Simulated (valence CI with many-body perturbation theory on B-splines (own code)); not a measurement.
**Re59+: magnetic and hyperfine properties of the levels**

Computed by relativistic CI+MBPT: six valence electrons over a frozen Dirac-Fock core [Ne], radial functions for each j: 9 s, 9 p, 8 d, 6 f, 3 g, 1 h, with the one-electron correlation potential Σ1 (screened to all orders), the two-electron term Σ2, the three-electron term Σ3, Breit, model QED; selected single and double excitations, second order for the rest, scaled by the run's own slope (own B-spline code, finite nucleus).

The last digits are not significant, and no measured levels were compared; by estimate large intervals hold to a few tenths of a per cent, small ones and those within an open d or f shell to about a per cent. Among the levels kept, up to 960 cm⁻¹ of a level comes from second order outside the variational space, and about a tenth of that is noise between levels of different J, which matters for small intervals.

A/g_I is the dipole constant over the nuclear g factor μ/I (μ in nuclear magnetons, uniformly magnetised nucleus), B/Q the quadrupole constant per barn. Both hold the static response of the core; the bare values leave it out. Large factors of s and p1/2 electrons are usually good to 5 to 10 %; those of open d and f shells near neutrality can be off by tens of per cent, and small factors of p3/2, d and f electrons come from cancelling terms and can be off by a factor of two or in sign, in half-filled shells by more. B is blank for J = 1/2, where it vanishes, and for nearly pure S terms. Energies count from the lowest level. Levels with J = 0 are left out.

Levels are named by their leading jj configuration (3d3/2^4 stands for four electrons in 3d with j = 3/2), which in mixed levels can hold well under half, so a name can repeat and another be missing. Letters in brackets count levels of one name in rising energy.

| Level | E (eV) | g | A/g_I (MHz) | A/g_I bare | B/Q (MHz/b) | B/Q bare |
| --- | --- | --- | --- | --- | --- | --- |
| (3s^2 3p1/2^2 3p3/2^2) J=2 | 0.00 | 1.329 | 217000 | 216000 | 29100 | 28700 |
| (3s^2 3p1/2^2 3p3/2 3d3/2) J=2 | 238.86 | 1.042 | 167000 | 168000 | -3180 | -2930 |
| (3s^2 3p1/2^2 3p3/2 3d3/2) J=1 | 247.56 | 1.101 | 157000 | 159000 | -195000 | -194000 |
| (3s^2 3p1/2^2 3p3/2 3d3/2) J=3 | 248.06 | 1.084 | 164000 | 165000 | 470000 | 467000 |
| (3s^2 3p1/2^2 3p3/2 3d5/2) J=4 | 328.52 | 1.249 | 108000 | 110000 | 485000 | 482000 |
| (3s^2 3p1/2^2 3p3/2 3d5/2) J=2 | 335.40 | 1.233 | 69800 | 72500 | -281000 | -277000 |
| (3s^2 3p1/2^2 3p3/2 3d5/2) J=3 | 354.63 | 1.201 | 97800 | 99400 | -13300 | -10800 |
| (3s^2 3p1/2^2 3p3/2 3d5/2) J=1 | 366.17 | 1.051 | -83400 | -77800 | 61500 | 61800 |
| (3s^2 3p1/2 3p3/2^3) J=1 | 370.44 | 1.489 | -215000 | -207000 | -218000 | -216000 |
| (3s^2 3p1/2 3p3/2^3) J=2 | 380.15 | 1.143 | 656000 | 647000 | -467000 | -461000 |
| (3s^2 3p1/2^2 3d3/2^2) J=2 | 487.90 | 0.752 | 117000 | 120000 | 4030 | 4200 |
| (3s 3p1/2^2 3p3/2^3) J=2 | 558.33 | 1.468 | 1450000 | 1420000 | -406000 | -401000 |
| (3s 3p1/2^2 3p3/2^3) J=1 | 579.28 | 1.187 | -829000 | -807000 | -162000 | -160000 |
| (3s^2 3p1/2^2 3d3/2 3d5/2) J=3 | 581.85 | 1.072 | 68000 | 71000 | 19700 | 20500 |
| (3s^2 3p1/2^2 3d3/2 3d5/2) J=2 | 593.15 | 1.171 | 57300 | 60400 | -37100 | -38100 |
| (3s^2 3p1/2^2 3d3/2 3d5/2) J=1 | 598.06 | 1.509 | 4870 | 7620 | 24100 | 25100 |
| (3s^2 3p1/2^2 3d3/2 3d5/2) J=4 | 598.29 | 1.061 | 74800 | 78000 | 115000 | 119000 |
| (3s^2 3p1/2 3p3/2^2 3d3/2) J=2 [a] | 599.45 | 1.025 | 356000 | 353000 | -235000 | -232000 |
| (3s^2 3p1/2 3p3/2^2 3d3/2) J=1 [a] | 602.25 | 0.988 | 385000 | 381000 | -68300 | -68300 |
| (3s^2 3p1/2 3p3/2^2 3d3/2) J=3 [a] | 607.62 | 1.069 | 347000 | 345000 | 3110 | 3990 |
| (3s^2 3p1/2 3p3/2^2 3d3/2) J=4 | 615.84 | 1.042 | 398000 | 395000 | 75400 | 77500 |
| (3s^2 3p1/2 3p3/2^2 3d3/2) J=2 [b] | 629.43 | 0.811 | 531000 | 526000 | 256000 | 255000 |
| (3s^2 3p1/2 3p3/2^2 3d3/2) J=3 [b] | 643.59 | 1.171 | 78600 | 81500 | 51600 | 51800 |
| (3s^2 3p1/2 3p3/2^2 3d3/2) J=2 [c] | 650.90 | 1.244 | 356000 | 353000 | -19000 | -20300 |
| (3s^2 3p1/2 3p3/2^2 3d3/2) J=1 [b] | 656.65 | 1.485 | 228000 | 227000 | 154000 | 152000 |
| (3s^2 3p1/2 3p3/2^2 3d3/2) J=1 [c] | 669.72 | 0.901 | -402000 | -388000 | -88900 | -86500 |
| (3s^2 3p1/2 3p3/2^2 3d5/2) J=3 [a] | 684.88 | 1.305 | -112000 | -106000 | 58800 | 59800 |
| (3s^2 3p1/2^2 3d5/2^2) J=4 | 685.02 | 1.173 | 52400 | 55100 | 60100 | 62600 |
| (3s^2 3p1/2 3p3/2^2 3d5/2) J=4 [a] | 685.15 | 1.293 | -45400 | -40800 | 152000 | 154000 |
| (3s^2 3p1/2^2 3d5/2^2) J=2 | 694.48 | 1.205 | 50600 | 53600 | -35800 | -37300 |
| (3s^2 3p1/2 3p3/2^2 3d5/2) J=4 [b] | 697.90 | 1.174 | 334000 | 331000 | 16200 | 17600 |
| (3s^2 3p1/2 3p3/2^2 3d5/2) J=5 | 701.06 | 1.187 | 307000 | 305000 | 95300 | 97400 |
| (3s^2 3p1/2 3p3/2^2 3d5/2) J=1 | 701.22 | 0.901 | 842000 | 830000 | 12900 | 13100 |
| (3s^2 3p1/2 3p3/2^2 3d5/2) J=2 | 719.83 | 1.272 | -226000 | -218000 | 382000 | 379000 |

**Question.** Take the isotope of mass number 185, with I = 5/2, μ = 3.176 μN and Q = 2.07 b. What is the hyperfine structure of (3s^2 3p1/2^2 3p3/2 3d3/2) J=2?

**Answer.** From the table A = 212000 MHz, B = -6580 MHz. Shifts from the centre of gravity in MHz: F = 1/2: -1490000, F = 3/2: -1170000, F = 5/2: -634000, F = 7/2: 109000, F = 9/2: 1060000.
